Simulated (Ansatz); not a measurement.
Relaxation of C$_{2}$H$_{6}$Al$_{2}$ (10 atoms, charge 0, multiplicity 1), to a largest force component of 0.02 eV/Å in at most 50 steps.

All numbers below come from Ansatz 0.2.0, RKS PBE0/6-31G*.

```xyz
10
Properties=species:S:1:pos:R:3
Al -1.085 2.038 0.037
C -0.134 0.398 -0.535
C 0.135 -0.395 0.534
Al 1.084 -2.037 -0.037
H -1.353 2.136 1.564
H -1.583 3.217 -0.842
H 0.198 0.030 -1.517
H -0.199 -0.028 1.515
H 1.355 -2.141 -1.561
H 1.583 -3.217 0.842
```

Task: Where does it end, and by what steps?

Result: The forces met the threshold. After 6 steps the energy has fallen by 0.186 eV; H8 moved furthest, 0.25 Å.

| step | energy less start (eV) | largest force component (eV/Å) | accepted |
| --- | --- | --- | --- |
| 0 | 0.0000 | 0.653 | yes |
| 1 | -0.1554 | 0.337 | yes |
| 2 | -0.1771 | 0.244 | yes |
| 3 | -0.1771 | 0.247 | yes |
| 4 | -0.1665 | 0.374 | no |
| 5 | -0.1851 | 0.064 | yes |
| 6 | -0.1862 | 0.012 | yes |

```xyz
10
Properties=species:S:1:pos:R:3
Al -1.117 2.091 0.072
C -0.179 0.461 -0.466
C 0.178 -0.461 0.465
Al 1.118 -2.091 -0.072
H -1.421 2.247 1.632
H -1.561 3.212 -0.974
H 0.082 0.247 -1.508
H -0.083 -0.247 1.508
H 1.422 -2.247 -1.631
H 1.563 -3.211 0.975
```

Whether the end is a true minimum wasn't checked by a vibrational analysis.

The run took 28 s on 1 thread of Arm Neoverse V1, with other jobs on the host, peak memory 0.16 GiB.
